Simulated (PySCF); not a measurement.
AlFH4O3Si, SMILES [OH][Al]([OH])[O][SiH2]F. Atoms are numbered in the order given.

```xyz
10

Si     1.9479    -0.0260    -0.2798
F      2.4488     0.3041     1.2333
O      0.3328     0.2065    -0.3664
Al    -1.3343    -0.0488    -0.1403
O     -1.8946    -1.6470    -0.0295
O     -2.4275     1.2490    -0.0540
H      2.3067    -1.4355    -0.5605
H      2.6382     0.9182    -1.1879
H     -2.8256    -1.8647     0.0943
H     -2.1686     2.1760    -0.1049
```
Charge 0, spin multiplicity 1.

Coordinates come from a TPSSh-D3(BJ)/def2-SVP optimisation. The structure was generated by enumeration; whether it is a known compound was not checked. Other conformers were not sampled.

Two levels are set side by side: PBE/pcSseg-1 (PySCF) and PBE0/pcSseg-1 (PySCF). GIAO shifts against CFCl3 (¹⁹F), H2O (¹⁷O), TMS (²⁹Si), TMS (¹H) at the same level; non-relativistic, no solvent, atoms listed together averaged. Differences are taken from unrounded values.

```
quantity                  PBE0
----------------------  ------
δ(²⁹Si) of Si1 (ppm)     -28.1
δ(¹⁹F) of F2 (ppm)      -164.6
δ(¹⁷O) of O3 (ppm)        58.4
δ(¹H) of H9, H10 (ppm)    1.80
```

Problem. What does PBE give, and how far is it from PBE0? (Estimate from the structure and the level; the computed values follow.)

Solution. 
```tsv
quantity	PBE	PBE minus PBE0
δ(²⁹Si) of Si1 (ppm)	-28.3	-0.2
δ(¹⁹F) of F2 (ppm)	-178.9	-14.3
δ(¹⁷O) of O3 (ppm)	71.0	12.6
δ(¹H) of H9, H10 (ppm)	1.69	-0.11
```

Rough cost on one machine, each run with all the roots and properties that it gave: PBE0 against PBE within a factor of 2.
